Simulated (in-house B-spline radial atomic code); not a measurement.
# Ionising Fe VII (Fe6+) with different functionals

Computed with a B-spline radial code for spherical atoms: scalar-relativistic (spin-free X2C) Hamiltonian, Fermi nucleus of rms radius 3.7377 fm, spin-polarised at highest spin, spherical fractional occupations for the functionals, the average over the highest-spin determinants for Hartree-Fock. The ionisation energy is the difference of two self-consistent energies, [Ar] 3d2 → [Ar] 3d1, without Breit or QED terms; ε is the level of the shell that loses the electron (its least bound occupied spin orbital).

Hybrids are left out here: with spherical fractional occupations of an open shell their exact exchange keeps a self-interaction that integer-occupation calculations don't have.

| method | rung | ΔSCF (eV) | -ε(3d) (eV) |
| --- | --- | --- | --- |
| Hartree-Fock | Hartree-Fock | 123.21 | 124.72 |
| LDA VWN5 | LDA | 124.82 | 112.00 |
| LDA PW92 | LDA | ? | ? |
| LDA exchange-only | LDA | 122.94 | 110.18 |
| PBE | GGA | 124.55 | 111.74 |
| PBEsol | GGA | 124.51 | 111.71 |
| BLYP | GGA | 124.50 | 111.68 |
| RPBE | GGA | 124.48 | 111.68 |
| PW91 | GGA | ? | ? |
| BP86 | GGA | 124.59 | 111.78 |
| AM05 | GGA | 124.55 | 111.74 |
| OLYP | GGA | 125.13 | 112.33 |
| TPSS | meta-GGA | 124.35 | 111.58 |
| SCAN | meta-GGA | 124.28 | 111.69 |
| r2SCAN | meta-GGA | 124.35 | 111.75 |
| revTPSS | meta-GGA | 124.18 | 111.44 |

**Question.** What does LDA PW92 give?

**Answer.** ΔSCF 124.81 eV, and -ε(3d) = 111.98 eV.

**Question.** What does PW91 give?

**Answer.** ΔSCF 124.71 eV, and -ε(3d) = 111.89 eV.

**Question.** How do they compare with the NIST value?

**Answer.** NIST lists 124.967 eV ± 0.0025 (measured, ground level to ground level). Errors run from -2.03 to +0.16 eV; LDA VWN5 is closest (-0.15 eV), but part of that can be cancellation, since the calculations leave out spin-orbit coupling, Breit-QED terms, multiplet and fine-structure energies. Hartree-Fock also lacks correlation.
